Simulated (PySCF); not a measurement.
Job for PySCF: R-MP2/6-31G* on ClGeH3O (SMILES [OH][GeH2][Cl]), a point of a torsion scan.

```python
from pyscf import gto, scf, dft, mp
from pyscf.data.elements import chemcore

mol = gto.M(
    atom='''
    O     1.25012488    0.09386845   -0.45794355
    Ge   -0.38393832   -0.24254427    0.02970925
    Cl   -1.58140315    0.80642113   -1.31475205
    H     1.85870063    0.51786593    0.14151191
    H    -0.60870710    0.22561419    1.44891953
    H    -0.57130046   -1.72229682   -0.14700809
    ''',
    basis='6-31g*',
    cart=True,
    charge=0, spin=0, verbose=3, max_memory=1800)
mf = scf.RHF(mol)
mf.conv_tol = 1e-8
mf.max_cycle = 100
mf.kernel()
if not mf.converged:
    mf = mf.newton().run(mf.mo_coeff, mf.mo_occ)
pt = mp.MP2(mf, frozen=chemcore(mol)).run()
```

Output:

```
converged SCF energy = -2611.21597907294
E(RMP2) = -2611.77710596963  E_corr = -0.561126896685177
E(SCS-RMP2) = -2611.74762250575  E_corr = -0.531643432806975
```

The calculation finished and met its thresholds.

Cost: around 1.6 core-seconds (rough).
